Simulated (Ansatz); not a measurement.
`[F][Ge]([F])([F])[GeH3]` + HBr → `[F][Ge]([F])([F])[Br]` + GeH₄ at 700 K and 1 bar (cleavage of the Ge–Ge bond).

Gas-phase electronic energies from Ansatz, PBE0-D4/def2-TZVP geometries. CCSD(T)/CBS is the MP2 limit (def2-TZVPP, def2-QZVPP) plus CCSD(T) − MP2 in def2-TZVPP, frozen cores. For Br, Ge outer-core shells are correlated without core-valence functions, which leaves a few kJ/mol of doubt a bond. Scalar relativity is left out up to krypton.

```tsv
species	CCSD(T)/CBS energy (Eh)	H − E (kJ/mol)	S (J/(mol·K))
`[F][Ge]([F])([F])[GeH3]`	-4453.52870	159.7	489.6
HBr	-2573.91920	36.5	223.7
`[F][Ge]([F])([F])[Br]`	-4948.96178	79.8	420.0
GeH₄	-2078.49493	112.9	267.3
```

H − E and S are ideal-gas, rigid-rotor, harmonic terms from PBE0-D4/def2-TZVP. 1 Eh = 2625.50 kJ/mol, R = 8.31446 J/(mol·K).

Q: By hand: ΔE, ΔH, ΔS and ΔG.

A: ΔE = (-4948.96178) + (-2078.49493) − (-4453.52870) − (-2573.91920) = -0.00881 Eh = -23.1 kJ/mol. Δ(H − E) = 79.8 + 112.9 − 159.7 − 36.5 = -3.5, so ΔH = -26.6 kJ/mol. ΔS = 420.0 + 267.3 − 489.6 − 223.7 = -26.0 J/(mol·K). ΔG = -26.6 − 700 × (-26.0)/1000 = -8.4 kJ/mol.

Q: By hand: the equilibrium constant, and the temperature at which ΔG would vanish if ΔH and ΔS stayed fixed.

A: log₁₀ K = −ΔG/(RT ln 10) = 0.6. ΔG = 0 at ΔH/ΔS = 1023 K.

TΔS isn't small against ΔH here. A doubt of 5 kJ/mol in ΔE shifts log₁₀ K by 0.4 here. Modes under 60 cm⁻¹, often nearly free rotors, make the harmonic entropy too high. These are equilibria of isolated gas molecules and say nothing of rates. Largest T1 diagnostic: 0.013 (customary marks: 0.02 for closed shells, 0.045 for open ones).
